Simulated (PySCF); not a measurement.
# Assigning NMR signals

Mapped SMILES: `[CH2:1]=[CH:2]/[CH:3]=[CH:4]/[CH2:5][O:6][CH:7]([F:8])[F:9]`; H(Xn) means a hydrogen on atom n. Ha(C1) is cis to C3; Hb(C1) is trans to C3.

PySCF 2.14.0 with density-fitted response routines calculation with geometry from GFN2-xTB and GIAO PBE0/pcSseg-1 shieldings; equivalent nuclei averaged, a single conformation, no relativistic terms, no solvent model.

Chemical shifts δ = σref − σ; $^{13}$C and $^{1}$H against TMS, all at this level.

**Question.** Assign these signals to the numbered atoms. $^{13}$C{$^{1}$H} NMR (computed): δ 146.9, 143.9, 135.0, 129.0, 123.5, 72.1.

**Answer.** 
146.9 → C3, alkene CH: an sp2 carbon of a C=C bond
143.9 → C2, alkene CH
135.0 → C4, alkene CH
129.0 → C1, terminal =CH2 carbon: the olefinic region
123.5 → C7, sp3 CH bonded to 2 F and O: 3 electronegative neighbours deshield it
72.1 → C5, allylic sp3 CH2 bonded to O: deshielded by the electronegative neighbour

**Question.** Assign these signals to the numbered atoms. $^{1}$H NMR (500 MHz, computed): δ 6.69 (m, 1H), 6.52 (m, 1H), 6.37 (m, 1H), 5.96 (m, 1H), 5.70 (m, 1H), 5.64 (m, 1H), 4.59 (d, 2H).

**Answer.** 
6.69 → H(C2), hydrogen on an alkene CH: a vinylic proton, deshielded by the sp2 carbon and the C=C anisotropy
6.52 → H(C3), hydrogen on an alkene CH
6.37 → H(C7), hydrogen on an sp3 CH bonded to 2 F and O: its carbon carries F and O, an electronegative neighbour
5.96 → H(C4), hydrogen on an alkene CH: a vinylic proton, deshielded by the sp2 carbon and the C=C anisotropy
5.70 → Ha(C1), hydrogen on a terminal =CH2 carbon: olefinic region
5.64 → Hb(C1), hydrogen on a terminal =CH2 carbon
4.59 → H(C5), hydrogen on an allylic sp3 CH2 bonded to O: its carbon carries O, an electronegative neighbour

Ha(C1) and Hb(C1) lie closer than the usual error of such a calculation, so a measured spectrum could show them in the other order.

Splittings by $^{19}$F in the carbon and heteronuclear signals aren't shown, as no couplings were computed. Shifts are as computed. Against solution values, carbons near 30 ppm lie about +3 ppm off and those near 130 ppm about +5 ppm. Of 1211 compounds with measured shifts, 218 miss one by over three times the rms of a fit or turn the order of signals round; such compounds aren't used in these exercises. Multiplicities follow the n + 1 count of equivalent neighbours, as no J values were calculated; m marks all less simple cases, F and P coupling included.
